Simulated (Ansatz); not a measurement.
Consider the atomization: `Cl[B]1B[CH2][AlH]1` → Al• + 2 B• + C• + Cl• + 4 H•.

Isolated molecules relaxed with PBE0-D4/def2-TZVP in Ansatz; ΔE leaves out vibrations. CCSD(T)/CBS adds triple-zeta CCSD(T) − MP2 to the extrapolated MP2 energy (def2 sets, frozen cores). This one scheme is used for every species, atoms too. DFT in def2-TZVPP. B3LYP here is the variant with VWN-RPA as its local correlation; programs differ in this. HSE06 is defined as in plane-wave codes. No spin–orbit coupling; open shells (•) take unrestricted orbitals. Spin–orbit coupling would lower the free atoms: a little for Al, B, C, Cl.

`Cl[B]1B[CH2][AlH]1`:

Cartesian coordinates in Å:
```
Cl 1.015 -2.931 -0.807
B 0.501 -1.415 -0.175
B 1.036 0.174 -0.182
C -0.153 1.078 -0.350
Al -1.031 -0.341 0.791
H 2.062 0.600 0.272
H -0.142 2.162 -0.360
H -1.037 0.709 -0.945
H -2.250 -0.037 1.757
```

| level | ΔE (kcal/mol) | difference from CCSD(T)/CBS |
| --- | --- | --- |
| LDA (SPW92) | 843.7 | 113.2 |
| PBE-D4 | 755.9 | 25.4 |
| revPBE-D4 | 736.9 | 6.4 |
| BLYP-D4 | 729.6 | -0.9 |
| r2SCAN-D4 | 748.7 | 18.2 |
| PBE0-D4 | 746.0 | 15.5 |
| B3LYP-D4 | 733.8 | 3.3 |
| r2SCAN0-D4 | 738.2 | 7.7 |
| HSE06-D4 | 746.6 | 16.1 |
| BHLYP-D4 | 717.7 | -12.8 |
| CAM-B3LYP-D4 | 735.5 | 5.0 |
| ωB97X-V | 737.6 | 7.1 |
| ωB97M-V | 739.9 | 9.4 |
| B2PLYP | 726.4 | -4.1 |
| PBE-QIDH | 739.7 | 9.2 |
| PBE | 750.9 | 20.4 |
| revPBE | 723.1 | -7.4 |
| BLYP | 718.8 | -11.7 |
| r2SCAN | 747.5 | 17.0 |
| PBE0 | 741.8 | 11.3 |
| B3LYP | 725.7 | -4.8 |
| r2SCANh | 743.1 | 12.6 |
| r2SCAN0 | 736.8 | 6.3 |
| HSE06 | 742.7 | 12.2 |
| BHLYP | 711.0 | -19.5 |
| CAM-B3LYP | 731.1 | 0.6 |
| LC-ωPBE | 737.9 | 7.4 |
| HF/def2-SVP | 566.3 | -164.2 |
| MP2/def2-SVP | 714.3 | -16.2 |
| CCSD/def2-SVP | 689.6 | -40.9 |
| CCSD(T)/def2-SVP | 699.3 | -31.2 |
| HF/def2-TZVPP | 555.2 | -175.3 |
| SCS-MP2/def2-TZVPP | 720.4 | -10.1 |
| CCSD/def2-TZVPP | 700.0 | -30.5 |
| CCSD(T)/def2-TZVPP | 713.2 | -17.3 |
| HF/def2-QZVPP | 555.9 | -174.6 |
| MP2/def2-QZVPP | 740.9 | 10.4 |
| SCS-MP2/def2-QZVPP | 731.5 | 1.0 |
| HF/CBS(def2) | 556.0 | -174.5 |
| CCSD/CBS(def2) | 717.3 | -13.2 |
| CCSD(T)/CBS | 730.5 | 0 |

Largest T1 diagnostic among the species: 0.018.

From r2SCAN to r2SCAN0 (25 % exact exchange), in def2-TZVPP and without D4, ΔE moves by −10.7 kcal/mol: exact exchange takes away binding that semilocal exchange gives to molecules. At CCSD(T), def2-SVP lies −31.2 kcal/mol from the extrapolated value and def2-TZVPP −17.3 kcal/mol: correlation converges slowly with the basis, and small sets miss more of it in the bonded molecule than in its fragments.

For atomizations the MP2-based limit and the directly extrapolated one differ by several kJ/mol either way, and by 10 to 25 for some Ge, Se and Sn compounds, so smaller differences from it don't rank the levels.
